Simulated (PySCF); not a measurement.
From one molecule to another.

First species: C6H14O2Si.
Numbering: `[CH3:1][CH2:2][O:3][C@@H:4]1[CH2:5][CH2:6][Si@H:7]([OH:8])[CH2:9]1` (hydrogens: H10, H11, H12 on C1; H13, H14 on C2; H15 on C4; H16, H17 on C5; H18, H19 on C6; H20 on Si7; H21 on O8; H22, H23 on C9)

Second species: CH₉ClN₂Si₄.
Geometry (GFN2-xTB, Å), atoms numbered from 1 in this order:
```xyz
17
CH9ClN2Si4 angstrom
N      3.8781    0.6055   -0.8242
C      3.1342   -0.1812   -0.4476
Si     1.9046   -1.4413    0.1804
Si     0.1676   -0.3351    1.2368
Cl    -0.8969   -1.6728    2.3217
N     -0.9162    0.3764    0.0783
Si    -0.4693    1.9465   -0.5565
Si    -2.3726   -0.4646   -0.4174
H      1.5687   -2.2121   -1.0265
H      2.7178   -2.3009    1.0519
H      0.5444    0.7170    2.1858
H      0.8287    1.7868   -1.2134
H     -0.3659    2.8792    0.5665
H     -1.5186    2.3593   -1.4782
H     -2.0078   -1.8609   -0.6639
H     -3.3736   -0.3589    0.6432
H     -2.8303    0.1691   -1.6470
```

Levels: PBE0/pcSseg-1 for HOMO energy, LUMO energy and HOMO–LUMO gap. Geometries: GFN2-xTB. Each species is one conformer at its optimised geometry, gas phase, non-relativistic unless stated; the electronic structure was computed with PySCF and density fitting.

The conformers computed, where there is a choice (atom-mapped SMILES and torsion angles):
- `[N:1]#[C:2][SiH2:3][Si@H:4]([Cl:5])[N:6]([SiH3:7])[SiH3:8]`: C2–Si3–Si4–Cl5 -165°, Si3–Si4–N6–Si7 -84°

The conformers of `CCO[C@@H]1CC[Si@H](O)C1` aren't listed.

```
     property  column X  column Y
  HOMO energy  -7.41 eV  -7.79 eV
  LUMO energy   1.02 eV  -1.26 eV
HOMO–LUMO gap   8.43 eV   6.53 eV
```

Question: Which column belongs to which species?

Answer: Column X is the first species and column Y the second. The first has 23 atoms and 80 electrons, the second 17 and 102.

Question: How does each property change from the first species to the second?

Answer: HOMO energy -0.38 eV; LUMO energy -2.28 eV; HOMO–LUMO gap -1.90 eV.

On the second:  GFN2-xTB frequencies show an imaginary mode (36i cm⁻¹), so this geometry is no minimum at that level.
